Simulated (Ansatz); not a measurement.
Reaction (isomerisation): `C=CO[SiH2]C` → `C=C[SiH](C)O`

Program: Ansatz. Geometries: PBE0-D4/def2-TZVP. ΔE: electronic, gas phase. CCSD(T)/CBS is the MP2 limit (def2-TZVPP, def2-QZVPP) plus CCSD(T) − MP2 in def2-TZVPP, frozen cores. DFT in def2-TZVPP. B3LYP here is the variant with VWN-RPA as its local correlation; programs differ in this. Each species was taken in one conformer, which may not be the lowest.

`C=CO[SiH2]C`:

Z-matrix (Å, degrees):
```
Si
C 1 1.859
O 1 1.664 2 111.6
H 1 1.482 2 111.2 3 -115.5
H 1 1.488 2 110.6 3 122.4
H 2 1.092 1 111.6 3 -62.2
H 2 1.092 1 110.7 3 58.5
H 2 1.094 1 109.9 3 177.8
C 3 1.348 1 127.1 2 68.6
C 9 1.328 3 127.1 1 4.5
H 9 1.086 3 111.6 1 -175.8
H 10 1.081 9 119.3 3 179.5
H 10 1.084 9 122.9 3 0.5
```

`C=C[SiH](C)O`:

Cartesian coordinates in Å:
```
C 0.245 1.280 -1.845
C 0.765 0.782 -0.726
Si 0.139 -0.773 0.084
C -0.123 -0.466 1.906
O -1.239 -1.295 -0.665
H 0.612 2.194 -2.304
H -0.573 0.782 -2.359
H 1.592 1.322 -0.264
H 1.111 -1.882 -0.105
H 0.816 -0.168 2.381
H -0.481 -1.369 2.406
H -0.848 0.333 2.075
H -2.016 -0.740 -0.585
```

Problem. Is it downhill or uphill in electronic energy at CCSD(T)/CBS, and by how much? (Estimate.)

Solution. The calculation gave: Downhill: ΔE = -68.2 kJ/mol.

Problem. What do these levels give: PBE-D4, PBE0-D4, ωB97X-V, ωB97M-V, B2PLYP, PBE0, B3LYP, SCS-MP2/def2-TZVPP, CCSD/def2-TZVPP, CCSD(T)/def2-TZVPP, SCS-MP2/def2-QZVPP, MP2/CBS(def2)? (An estimate is asked.)

Solution. Ansatz gave: PBE-D4 -56.4, PBE0-D4 -59.6, ωB97X-V -58.1, ωB97M-V -62.7, B2PLYP -61.5, PBE0 -59.8, B3LYP -57.3, SCS-MP2/def2-TZVPP -65.7, CCSD/def2-TZVPP -65.7, CCSD(T)/def2-TZVPP -65.4, SCS-MP2/def2-QZVPP -67.4, MP2/CBS(def2) -72.1 kJ/mol.

Largest T1 diagnostic among the species: 0.012.

In def2-TZVPP, CCSD(T) changes the Hartree–Fock value by −6.9 kJ/mol (the triples alone add +0.2 kJ/mol) and MP2 by −10.8 kJ/mol. From PBE to PBE0 (25 % exact exchange), in def2-TZVPP and without D4, ΔE moves by −3.2 kJ/mol.
